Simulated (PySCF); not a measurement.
## From computed data to an observable: chemical shift, span and skew from a shielding tensor

isopropylamine (C₃H₉N), SMILES CC(C)N. Atoms are numbered in the order given.

```xyz
13

C      0.0948    -0.6990    -1.2630
C     -0.3599     0.0306     0.0000
C      0.0948    -0.6990     1.2630
N      0.2078     1.3800     0.0000
H     -0.3084    -1.7232    -1.2979
H      1.1949    -0.7495    -1.2963
H     -0.2470    -0.1733    -2.1703
H     -1.4739     0.0362     0.0000
H     -0.2470    -0.1733     2.1703
H      1.1949    -0.7495     1.2963
H     -0.3084    -1.7232     1.2979
H     -0.1185     1.8998     0.8157
H     -0.1185     1.8998    -0.8157
```

Geometry: B3LYP-D3(BJ)/def2-SVP. Other conformers were not sampled.

GIAO shieldings from PySCF with PBE0/pcSseg-1, non-relativistic, no solvent. The symmetric part of the tensor of N4 has the principal values 164.5, 214.5, 241.5 ppm. The same nucleus in NH3 has σ = 267.4 ppm at this level (PySCF, at its B3LYP-D3(BJ)/def2-TZVP geometry).

### Question
Work out the isotropic shielding, the ¹⁵N shift against NH3, the span and the skew.

### Answer

σ(iso) = (σ11 + σ22 + σ33)/3 = 206.8 ppm. δ = σ(ref) − σ(iso) = 267.4 − (206.8) = 60.6 ppm.
Span Ω = σ33 − σ11 = 77.0 ppm. Skew κ = 3(σ(iso) − σ22)/Ω = -0.30. Tumbling in solution averages the tensor to δ; in a static solid the shielding alone would spread this spin-1/2 line over Ω.
